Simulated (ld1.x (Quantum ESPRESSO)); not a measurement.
# Which change was made? (Ru, RRKJ)

Ru (Z = 44), norm-conserving RRKJ (Kleinman–Bylander form), made with ld1.x (Quantum ESPRESSO) 7.5 (PBEsol, scalar-relativistic). Core [Kr], reference 4d7 5s1 5p0. Waves: 5p (bound, empty): rc 3.15 bohr; 4d (bound): rc 1.80 bohr; 5s (bound): rc 2.15 bohr. Local part: the s channel. Core correction: Bessel-smoothed model core inside 1.20 bohr. rho0 = 0.005.

Cutoffs, loose and tight: the cutoffs (Ry, on a coarse ladder) from which the occupation-weighted sum of valence levels, in a spherical-Bessel basis at the reference potential, stays within 10 and 1 mRy of its value at 400 Ry. They do not see the model core or the augmentation charge, which bear on the density cutoff. Test errors are all-electron minus pseudo excitation energies from the reference, over the configurations 4d7 5s0 5p0; 4d6 5s0 5p0; 4d5 5s0 5p0; 4d4 5s0 5p0; 4d6 5s1 5p1; 4d8 5s0 5p0; 4d7 5s0.5 5p0; variants that change the core or the reference have their own tests.

The base gives: outcome: generated; cutoff, loose: 45 Ry; cutoff, tight: 50 Ry; bound ghosts: none; largest test error (meV): -1770.

Task: After one change the result is: outcome: generated; cutoff, loose: 35 Ry; cutoff, tight: 40 Ry; bound ghosts: none; largest test error (meV): -1594. Which change was it?
A. all radii but the core radius scaled by about 1.36 (s 2.92, p 4.28, d 2.46 bohr)
B. all radii but the core radius scaled by about 0.80 (s 1.72, p 2.52, d 1.44 bohr)
C. all radii but the core radius scaled by about 1.17 (s 2.52, p 3.68, d 2.10 bohr)

Result: C. The others give: all radii but the core radius scaled by about 1.36 (s 2.92, p 4.28, d 2.46 bohr) → outcome: generated; cutoff, loose: 30 Ry; cutoff, tight: 40 Ry; bound ghosts: none; largest test error (meV): -1140 | all radii but the core radius scaled by about 0.80 (s 1.72, p 2.52, d 1.44 bohr) → outcome: generated; cutoff, loose: 55 Ry; cutoff, tight: 100 Ry; bound ghosts: p; largest test error (meV): -1730.
